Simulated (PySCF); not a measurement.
C5H15AsBN.
Atom-mapped SMILES: `[CH3:1]/[C:2]([BH2-:3][AsH3+:4])=[CH:5]/[N:6]([CH3:7])[CH3:8]` (hydrogens: H9, H10, H11 on C1; H12, H13 on B3; H14, H15, H16 on As4; H17 on C5; H18, H19, H20 on C7; H21, H22, H23 on C8)

Computed with PBE0-D3(BJ)/def2-SVP geometry optimisation, gas phase in PySCF.

Some entries are withheld. Bonds in one row agree within 0.01 Å.

| coordinate | value |
| --- | --- |
| C1–C2 | 1.500 Å |
| C2–B3 | ? |
| B3–As4 | ? |
| C2=C5 | ? |
| C5–N6 | ? |
| N6–C7, N6–C8 | 1.449 Å |
| C1–H9, C1–H10, C1–H11 | 1.103 Å |
| B3–H12, B3–H13 | 1.226 Å |
| As4–H14 | 1.526 Å |
| As4–H15, As4–H16 | 1.507 Å |
| C5–H17 | 1.104 Å |
| C7–H18, C8–H22 | 1.109 Å |
| C7–H19 and 3 like bonds | 1.101 Å |
| C1–C2–B3 | 116.6° |
| C1–C2–C5 | ? |
| B3–C2–C5 | ? |
| C2–B3–As4 | 109.4° |
| C2–C5–N6 | 122.5° |
| C5–N6–C7 | 112.8° |
| C7–N6–C8 | ? |

Problem. Estimate the withheld lengths and angles.

Solution. 
- C2–B3 = 1.595 Å, drawn single (fully substituted alkene carbon to four-coordinate boron); 0.02 Å above the sum of covalent radii, 1.57 Å.
- B3–As4 = 2.066 Å, drawn single (ends: four-coordinate boron; arsenic bonded to B and 3 H); 0.04 Å above the sum of covalent radii, 2.03 Å.
- C2=C5 = 1.342 Å, drawn double (fully substituted alkene carbon to vinylic carbon bearing nitrogen); 0.12 Å below the sum of covalent radii, 1.46 Å.
- C5–N6 = 1.430 Å, drawn single (vinylic carbon bearing nitrogen to enamine nitrogen); 0.01 Å below the sum of covalent radii, 1.44 Å.
- C1–C2–C5 = 119.3°, at the fully substituted alkene carbon; the outer atoms are 2.454 Å apart.
- B3–C2–C5 = 124.1°, at the fully substituted alkene carbon; the outer atoms are 2.597 Å apart.
- C7–N6–C8 = 112.5°, at the enamine nitrogen; the outer atoms are 2.409 Å apart.

Radii are Cordero's, carbon taken as 0.76, 0.73 or 0.69 Å for four, three, and two or fewer neighbours.

Whether it is a minimum is left open (no frequencies). The numbers are those of one conformer (C1–C2–B3–As4 159°). As4 and N6 aren't drawn bonded (4 bonds apart) but lie 2.66 Å from each other; Cordero's covalent radii sum to 1.90 Å.
